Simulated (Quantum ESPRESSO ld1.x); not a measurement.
Question: The mean radii <r> (bohr) of the occupied orbitals of an atom or ion are listed with their occupations. Calculated with ld1.x of Quantum ESPRESSO 7.5: scalar-relativistic Kohn-Sham, LDA (Slater exchange, Perdew-Zunger correlation), spin-polarised, spherical densities, point nucleus.

| orbital | occ. | <r> |
|---|---|---|
| 1s up | 1 | 0.02725 |
| 1s down | 1 | 0.02725 |
| 2s up | 1 | 0.1172 |
| 2s down | 1 | 0.1172 |
| 2p up | 3 | 0.1025 |
| 2p down | 3 | 0.1025 |
| 3s up | 1 | 0.3134 |
| 3s down | 1 | 0.3133 |
| 3p up | 3 | 0.3110 |
| 3p down | 3 | 0.3108 |
| 3d up | 5 | 0.2865 |
| 3d down | 5 | 0.2864 |
| 4s up | 1 | 0.7007 |
| 4s down | 1 | 0.7007 |
| 4p up | 3 | 0.7323 |
| 4p down | 3 | 0.7327 |
| 4d up | 3 | 0.7798 |

Name the element and its charge. Open shells, if any, are filled with parallel spins first.

Answer: Z = 53, iodine, charge +14: I14+ in [Kr] 4d3. The 1s radius gives Z: for a bare nucleus <r> = (2 gamma + 1)/(2Z) with gamma = sqrt(1 - (Z/c)^2), 0.02683 bohr for Z = 53, and screening makes it slightly larger (0.02725 here). The occupations add up to 39, and the charge is Z minus that.
